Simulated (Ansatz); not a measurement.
Mulliken charges of BrCl2In (`[Cl][In]([Cl])[Br]`) from B3LYP/def2-TZVPP in Ansatz (PBE0-D4/def2-TZVP geometry).

```json
{"atom": "Cl1", "x (Å)": "-1.793", "y (Å)": "-1.082", "z (Å)": "0.955", "charge (e)": "-0.314"}
{"atom": "In2", "x (Å)": "0.017", "y (Å)": "-0.031", "z (Å)": "0.010", "charge (e)": "0.907"}
{"atom": "Cl3", "x (Å)": "2.126", "y (Å)": "-0.670", "z (Å)": "0.657", "charge (e)": "-0.314"}
{"atom": "Br4", "x (Å)": "-0.294", "y (Å)": "1.723", "z (Å)": "-1.642", "charge (e)": "-0.278"}
```

Q: By hand: the dipole of these point charges (1 e Å = 4.8032 D).

A: Σ q r = (-0.007, 0.043, -0.041) e Å, of length 0.060 e Å = 0.29 D.

Q: How does the dipole of the full density compare? (Estimate.)

A: Ansatz gave: (-0.012, 0.069, -0.065) e Å, 0.46 D; the point charges give 0.63 times that, at 1° from its direction.

Point charges leave out the atoms' own dipoles, such as those of lone pairs, and Mulliken's split depends on the basis, so the two needn't agree.

B3LYP here is the variant with VWN-RPA as its local correlation; programs differ in this.
